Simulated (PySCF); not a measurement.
Spinor energies of Tc¹⁷⁺ (technetium, charge +17)

Start: [Ar] 3d8; 3d3/2 filled at m_j = -3/2, -1/2, +1/2, +3/2; 3d5/2 filled at m_j = -1/2, +1/2, +3/2, +5/2. Calculated with PySCF 2.14 in an even-tempered Gaussian basis (17 s from 1.7 bohr⁻², ratio 2.8; 12 p from 2.2 bohr⁻², ratio 2.8; 8 d from 2.2 bohr⁻², ratio 2.8; 4 f from 10 bohr⁻², ratio 3): generalised Hartree-Fock with the X2C-1e Hamiltonian and a Gaussian nucleus; one run each with spin-orbit coupling (SO) switched off, then screened by Boettger's factors.

```tsv
spinor shell	electrons	ε, spin-free (eV)	ε, screened SO (eV)	weight of nominal j (screened SO)	rms radius, screened SO (bohr)
1s1/2	2	-21646.8	-21645.5	1.000	0.0394
2s1/2	2	-3573.0	-3572.5	1.000	0.162
2p1/2	2	-3242.9	-3326.4	1.000	0.141
2p3/2	4	-3242.9	-3203.5	1.000	0.145
3s1/2	2	-1005.6	-1005.4	1.000	0.431
3p1/2	2	-893.20	-911.97	0.979	0.425
3d3/2	4	-723.25	-726.35	0.819	0.405
3d5/2	4	-723.25	-720.54	0.843	0.407
```

Q: Where does 3p3/2 lie, and what is the 3p spin-orbit splitting (screened SO)?

A: At -884.22 eV, 27.758 eV above 3p1/2.

```csv
quantity,spin-free,screened SO
E (hartree),-4155.95492,-4156.60294
M_J,4,4
⟨J²⟩,20.001,20.001
⟨L²⟩,12.001,12.176
⟨S²⟩,2.000,1.964
```

Each row is a mean over spinors that exchange with the open shell spreads, by up to 21.771 eV (3p3/2).

Rows whose weight is well below 1 are mixtures of j = l ± 1/2: exchange outweighs spin-orbit coupling there, and the label is only the starting occupation.

Breit and QED terms are absent; they matter most for the inner s and p1/2 levels.

Densities and radii are taken from the X2C orbitals without a picture-change correction, which distorts them close to the nucleus.

Without spin-orbit coupling the j labels of p, d and f shells carry no meaning; the spin-free column gives the mean over the occupied spinors of each nl shell.
